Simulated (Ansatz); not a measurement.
# One elementary step

Start structure (TiSi2NH8Cl3O, closed shell), relaxed at PBE0-D4/def2-TZVP:

```
atom    x (Å)    y (Å)    z (Å)
 Ti1  -0.3742  -0.8369  -1.1931
 Cl2   1.0748  -2.5039  -1.5500
 Cl3  -0.1726   0.1998  -3.1282
 Cl4  -2.6081  -1.0501  -1.1826
  N5   0.2020   0.5020  -0.0618
 Si6   1.1833   0.2396   1.3707
 Si7  -0.2210   2.1773  -0.4074
  H8  -0.2390  -2.9406   0.6399
  O9  -0.6511  -2.0754   0.7457
 H10   0.3331   0.2193   2.5872
 H11   1.9393  -1.0279   1.2516
 H12   2.1393   1.3743   1.4712
 H13  -0.2299   2.8930   0.8983
 H14   0.7915   2.7895  -1.3008
 H15  -1.5689   2.2473  -1.0144
 H16  -1.5981  -2.2075   0.8739
```

The step: TiSi₂NH₆Cl₃ ([SiH3][N]([SiH3])[Ti]([Cl])([Cl])[Cl]) + H₂O → TiSi₂NH₇Cl₂O ([OH][Ti]([Cl])([Cl])[N]([SiH3])[SiH3]) + HCl; bonds formed: Cl2–H8; dative contacts that become bonds: Ti1–O9; bonds broken: Ti1–Cl2, H8–O9. Ansatz 0.2.0; basis: def2-TZVPP and def2-QZVPP; cores frozen in the correlated methods. Extrapolation: Hartree–Fock as exp(−7.88 √X), correlation as X^−2.97. Energies below are by CCSD(T) at an estimated basis limit (MP2 extrapolated from triple and quadruple zeta, plus CCSD(T) − MP2 in triple zeta).

Problem. What are the electronic barrier and the energy of the step, from the start structure to the end structure? (To be estimated.)

Solution. By the calculation: Barrier 22.37 kcal/mol; step energy 12.74 kcal/mol (uphill); reverse barrier, their difference, 9.63 kcal/mol. Barrier and step energy count from the start structure, the reverse barrier from the end structure.

The saddle point: One imaginary mode of 662i cm⁻¹.
```csv
pair,start (Å),saddle (Å),end (Å)
Ti1–O9,2.32,1.91,1.79
Cl2–H8,2.59,1.47,1.29
Ti1–Cl2,2.24,2.83,4.06
H8–O9,0.96,1.29,1.93
```

Zero-point energy (harmonic, PBE0-D4): ZPE is 54.47 kcal/mol at the start and 50.24 kcal/mol at the saddle, so the barrier goes from 22.37 to 18.14 kcal/mol.

No T1 diagnostic of these runs exceeds 0.023.

The step is the kind of ligand exchange by which a precursor binds to a hydroxyl group, or is hydrolysed, in atomic layer deposition of oxides. Here a small cluster stands in for the surface site.

Labels in which every atom is bracketed show which atoms are joined, not bond orders.

For scale, one of the runs: CCSD(T)/def2-TZVPP, 448 basis functions, launched by `ansatz run in.yaml --threads 4 --pin off --events-out ev --progress --plain --max-ram 46080MiB --backend cuda --devices 0, --max-vram 37GiB`. Hardware: 4 CPU threads of an AMD EPYC 7R13 and a share of one NVIDIA H100, shared host. Wall time 66 s; peak host memory 1.1 GiB.
